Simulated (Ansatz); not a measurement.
Ideal-gas functions of `[NH2][W](=[O])([F])=[S]` at 500 K and 1 bar, from an Ansatz frequency run at PBE0-D4/def2-TZVP.

Molar mass 266.93 g/mol, point group C1 (symmetry number 1), electronic degeneracy 1, moments of inertia 156.061, 229.365, 250.448 u Å². Harmonic wavenumbers (cm⁻¹, unscaled): 185, 197, 206, 241, 268, 391, 524, 563, 686, 689, 734, 1042, 1545, 3574, 3675.

Use S(trans) = R[1.5 ln M + 2.5 ln T − 1.1517]; rotational temperatures θ = 24.2544 K / I; S(rot) = R[ln(√π/σ · √(T³/θAθBθC)) + 1.5]; for each mode x = 1.438777 ν̃/T, S = R[x/(eˣ − 1) − ln(1 − e⁻ˣ)] and H = RT x/(eˣ − 1); 1 cm⁻¹ = 0.0119627 kJ/mol; R = 8.31446 J/(mol·K).

Task: By hand: the entropy, in J/(mol·K).

Result: Translation 189.3. Rotation: θ = 0.1554, 0.1057, 0.0968 K, giving 121.5. Vibration, mode by mode: 13.65, 13.14, 12.78, 11.52, 10.68, 7.76, 5.65, 5.16, 3.89, 3.86, 3.49, 1.73, 0.54, 0.00, 0.00, in all 93.9. Electronic 0.0. Sum 404.7 J/(mol·K).

Task: By hand: H − E and G − E in kJ/mol, counted from the electronic energy.

Result: Zero-point energy ½ × 14520 × 0.0119627 = 86.8; thermal vibration 25.3; translation, rotation and pV give 4 RT = 16.6. H − E = 128.7 kJ/mol, and G − E = 128.7 − 500 × 404.7/1000 = -73.7 kJ/mol.

Vibration gives 23 % of the entropy. The sum counts one conformer and one mirror image; others add a mixing term.
